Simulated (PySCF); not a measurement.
A small calculation by hand: dipole moment from atomic charges

Be(Cl)(OH) (BeClHO), SMILES [OH][Be][Cl]. Atoms are numbered in the order given.

```xyz
4

Be     0.0111     0.5853     0.0000
Cl    -0.0083    -1.2321     0.0000
O      0.0859     1.9927     0.0000
H     -0.5895     2.6624     0.0000
```

Coordinates come from a PBE0-D3(BJ)/def2-TZVP optimisation. The values are those of a single conformer.

Charges (e) from M06-2X/def2-TZVPD (PySCF):

| atom | ESP fit | IAO |
|---|---|---|
| Be1 | 0.623 | 1.585 |
| Cl2 | -0.301 | -0.748 |
| O3 | -0.700 | -1.223 |
| H4 | 0.379 | 0.386 |

The dipole moment of the full density is 1.93 D.

### Question
What dipole moment does each set of point charges give, and which comes closer to that of the density?

### Answer

μ = Σ q r, and 1 e Å = 4.8032 D.
ESP fit: Σ q r = (-0.274, 0.350, 0.000) e Å, |μ| = 2.13 D.
IAO: Σ q r = (-0.309, 0.440, 0.000) e Å, |μ| = 2.58 D.
ESP fit comes closer in size. Point charges leave out the atoms' own dipoles (lone pairs, polarised bonds); fits to the potential absorb them, partitions of the density don't.
